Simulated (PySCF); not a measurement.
**CdH: frontier orbitals**

B97-3 at R = 1.767 Å; Cd cc-pVDZ-PP with ECP28, H cc-pVDZ; scalar-relativistic core potentials (PySCF 2.14). State: ²Σ⁺ (doublet), unpaired electrons σ ↑. Only the outer orbitals are listed, counted within each symmetry, core potentials removing the inner ones.

```csv
spin,orbital,occ.,ε (eV),on Cd (%),main shells (%)
α,3σ,1,-15.07,94,94 Cd d
α,1δ,1,-14.76,100,100 Cd d
α,1δ,1,-14.76,100,100 Cd d
α,2π,1,-14.68,100,100 Cd d
α,2π,1,-14.68,100,100 Cd d
α,4σ,1,-9.25,51,"49 H s, 43 Cd s"
α,5σ,1,-5.27,80,"47 Cd s, 32 Cd p, 20 H s"
α,3π,0,-0.77,100,100 Cd p
α,3π,0,-0.77,100,100 Cd p
α,6σ,0,2.07,99,"85 Cd p, 14 Cd s"
β,3σ,1,-14.78,96,96 Cd d
β,1δ,1,-14.69,100,100 Cd d
β,1δ,1,-14.69,100,100 Cd d
β,2π,1,-14.58,100,100 Cd d
β,2π,1,-14.58,100,100 Cd d
β,4σ,1,-8.34,63,"56 Cd s, 37 H s"
β,5σ,0,-3.08,79,"45 Cd p, 34 Cd s, 21 H s"
β,3π,0,-0.89,100,100 Cd p
β,3π,0,-0.89,100,100 Cd p
```

Task: Which are the highest filled and the lowest empty level, where do they sit, and how wide is the gap?

Result: Highest filled α 5σ at -5.27 eV (in %: 47 Cd s, 32 Cd p, 20 H s); lowest empty β 5σ at -3.08 eV (in %: 45 Cd p, 34 Cd s, 21 H s); the gap at B97-3 is 2.19 eV.

The bond order (Mayer) is 0.85 and the ⟨S²⟩ is 0.756. The charge on Cd (Mulliken, basis-dependent) is 0.16, the charge on Cd (Löwdin, basis-dependent) is 0.12 and the dipole moment (positive dipole means Cd(−)H(+)) is -0.39 D.

Spin–orbit coupling is left out. The state is the lowest determinant that a PBE0 search found; another state may lie lower at other levels.
